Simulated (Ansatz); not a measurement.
```yaml
crystal:
  periodic: [false, false, false]
  atoms:
    - {symbol: C, position_ang: [-0.922515, 1.418953, 1.484279]}
    - {symbol: Si, position_ang: [-0.626313, 0.582790, -0.147624]}
    - {symbol: C, position_ang: [0.724049, -0.745823, -0.055517]}
    - {symbol: C, position_ang: [1.044800, -1.491027, -1.306902]}
    - {symbol: S, position_ang: [1.479059, -1.029533, 1.349925]}
    - {symbol: H, position_ang: [-1.231186, 0.692575, 2.238136]}
    - {symbol: H, position_ang: [-0.010953, 1.902648, 1.839595]}
    - {symbol: H, position_ang: [-1.705090, 2.175227, 1.384932]}
    - {symbol: H, position_ang: [-1.858619, -0.090035, -0.651746]}
    - {symbol: H, position_ang: [-0.200613, 1.556426, -1.194631]}
    - {symbol: H, position_ang: [0.144441, -1.988940, -1.685088]}
    - {symbol: H, position_ang: [1.831650, -2.229413, -1.150086]}
    - {symbol: H, position_ang: [1.351889, -0.788551, -2.090372]}
basis:
  gaussian: {orbitals: def2-mTZVPP, final_grid: {core_spheres: 5, valence_spheres: 4, degree: 11}}
hamiltonian: {xc: {name: HF}}
correlation: {active_space: {window: {electrons: 6, orbitals: 2}}}
accuracy: high
output: {forces: true}
```

```sh
$ ansatz run in.yaml --threads 4 --pin off --events-out ev --progress --plain --max-ram 10444MiB
```

Output, abridged:

```
Functional definition: HF
3319 factors; integrals over basis functions are off by at most 2.7e-8 eV
mean field evaluation 1: about -21895.8341 eV, gradient 2.9e1 eV
mean field evaluation 2: about -21895.8425 eV, gradient 2.9e1 eV
mean field evaluation 4: about -21898.5500 eV, gradient 3.2e0 eV
mean field evaluation 8: about -21898.5954 eV, gradient 6.9e-2 eV
mean field -21898.59545827 eV, -804.7585396901 hartree, gradient 1.3e-8 eV, S^2 0.000000; 0 other end points of the search recorded, 0 dependent functions left out
reference -21898.59545827 eV, -804.7585396901 hartree; 28, 28 occupied and 123, 123 virtual orbitals, 3319 factors
Error: 6 electrons in 2 orbitals form no window around the highest filled level of the reference
```

Something in this input is off. What?

The active space doesn't fit the electrons. The run stopped with an error.
